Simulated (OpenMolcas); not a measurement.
# Nb3+: moving or changing the point charges

Nb3+ among 6 point charges of -1.5 e arranged as a trigonal antiprism (D3d), 2.11 Å from the ion, with a polar angle of 61.9° against the regular 54.74°. The active orbitals were held to one l.
```
   0.0000    1.8604    0.9954  -1.50
  -1.6112   -0.9302    0.9954  -1.50
   1.6112   -0.9302    0.9954  -1.50
   0.0000   -1.8604   -0.9954  -1.50
   1.6112    0.9302   -0.9954  -1.50
  -1.6112    0.9302   -0.9954  -1.50
```

* Program: OpenMolcas
* Method: CASSCF
* Basis: ANO-RCC-VDZP [6s5p3d1f]
* Scalar Hamiltonian: DKH2, point nucleus
* Active space: 2 electrons in 5 orbitals (4d)
* State averaging: 2S+1 = 3 even, 10 roots; 2S+1 = 1 even, 15 roots
* Spin-orbit coupling: RASSI with atomic mean-field integrals over the reference wave functions

Runs around this geometry, states (labels of D3, the rotations of D3d). Energies in cm-1 above the lowest state or level, χT in cm3 K/mol.

| R (Å) | Polar angle / regular | Ground state | First state of that spin | First gap with spin-orbit (degeneracies) | χT at 300 K | First state of another spin |
| --- | --- | --- | --- | --- | --- | --- |
| 2.11 | 1.04 | 3E | 3A2 579.1 | 121.0 (2, 2) | 0.426 | 1A1 9480 |
| 1.94 | 1.13 | 3E | 3A2 1832 | 5.0 (1, 2) | 0.712 | 1A1 5729 |
| 2.11 | 1.13 | 3E | 3A2 952.5 | 80.3 (1, 2) | 0.510 | 1A1 7233 |

Taking the first state of the same spin as R^-n, n = -ln(952.5 / 1832) / ln(2.11 / 1.94) = 7.8 between the shortest and longest distance.

An orbital doublet at a regular site is open to a Jahn-Teller distortion, which this geometry leaves out. Without dynamic correlation the repulsion within the d shell is too large (B by tens of per cent), so at a given field states of lower spin stand too high. Point charges carry no covalency, so the field is a model and not that of real ligands. No measured value stands beside these numbers.
